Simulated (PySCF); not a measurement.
Mapped SMILES: `[O:1]=[CH:2][NH:3][C:4]1=[CH:5][O:6][CH2:7][CH2:8]1` (H(Xn): hydrogen on atom n).

All values are calculated (PySCF): NMR shieldings at PBE0/pcSseg-1/GIAO, structure optimised with GFN2-xTB. Equivalent nuclei averaged, a single conformation, non-relativistic, gas phase.

References, each an isolated molecule treated in the same way: ¹³C (σref 186.93) and ¹H (σref 31.72) against TMS; ¹⁷O (σref 336.08) against H2O; ¹⁵N (σref 267.73) against NH3.

| atoms | nucleus | count | Hirshfeld charge | δ (ppm) |
| --- | --- | --- | --- | --- |
| N3 | ¹⁵N | 1 | -0.09 | 146.8 |
| O1 | ¹⁷O | 1 | -0.27 | 425.5 |
| H(N3) | ¹H | 1 | 0.15 | 5.61 |
| C4 | ¹³C | 1 | 0.01 | ? |
| O6 | ¹⁷O | 1 | -0.14 | 90.4 |
| C7 | ¹³C | 1 | 0.01 | 72.0 |
| H(C2) | ¹H | 1 | 0.04 | ? |
| C2 | ¹³C | 1 | 0.13 | ? |
| H(C8) | ¹H | 2 | 0.04 | ? |
| C5 | ¹³C | 1 | -0.01 | 135.7 |
| H(C5) | ¹H | 1 | 0.06 | 6.12 |
| C8 | ¹³C | 1 | -0.08 | 35.8 |
| H(C7) | ¹H | 2 | 0.05 | 4.56 |

Complete the table.

Answers


- C2: 157.1 ppm, amide carbonyl carbon; it is a carbonyl in resonance with an O or N lone pair, the region of acids, esters and amides
- C4: 123.6 ppm, alkene carbon bearing nitrogen; an sp2 carbon of a C=C bond
- H(C2): 8.01 ppm, hydrogen on an amide carbonyl carbon
- H(C8): 3.79 ppm, hydrogen on an allylic sp3 CH2

OH and NH positions are those of a molecule without intermolecular hydrogen bonds; in solution they move with solvent, concentration and temperature, and exchange usually removes their couplings. Shifts are as computed. Against solution values, carbons near 30 ppm lie about +3 ppm off and those near 130 ppm about +5 ppm. Of 1211 compounds with measured shifts, 218 miss one by over three times the rms of a fit or turn the order of signals round; such compounds aren't used in these exercises. Hydrogen bonding in solution shields acid and N–H amide carbonyl oxygens by tens of ppm. The C=O carbon of an acid or of an amide with N–H lies up to 10 ppm further downfield in solution, through hydrogen bonding that the calculation lacks. Unscaled 17O shifts of doubly bonded oxygen tend to come out too high, by tens of ppm or more. Experimental scales use liquid or dissolved standards, which lie at an offset from isolated NH3 (liquid NH3: subtract about 20 ppm) and H2O (liquid H2O: subtract about 36 ppm).
